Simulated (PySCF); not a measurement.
## Bi⁺: ionisation energy

Bi⁺ [Xe] 4f14 5d10 6s2 6p2 (3P) → Bi²⁺ [Xe] 4f14 5d10 6s2 6p1 (2P), as a difference of total energies. Computed with PySCF 2.14 in ANO-RCC-VTZP (8s7p5d3f2g, 93 functions), with scalar relativity by spin-free X2C-1e. Correlated levels: valence: [Xe] 4f14 5d10 frozen. The calculations carry no spin-orbit coupling.

```tsv
method	ionisation energy (eV)	difference from reference (eV)
UHF	15.355	-1.348
MP2 (valence)	15.632	-1.071
SCS-MP2 (valence)	15.578	-1.125
CCSD (valence)	15.667	-1.036
CCSD(T) (valence)	15.681	-1.022
```

Reference: 16.703 eV (measured; NIST Atomic Spectra Database, ionization energies).

Spin-orbit coupling is strong in these open shells (close to jj coupling). The scalar numbers leave it out and a first-order estimate fails, so it can dominate the gap to the real levels.

Errors of the correlated levels include the incompleteness of this basis and the frozen core.
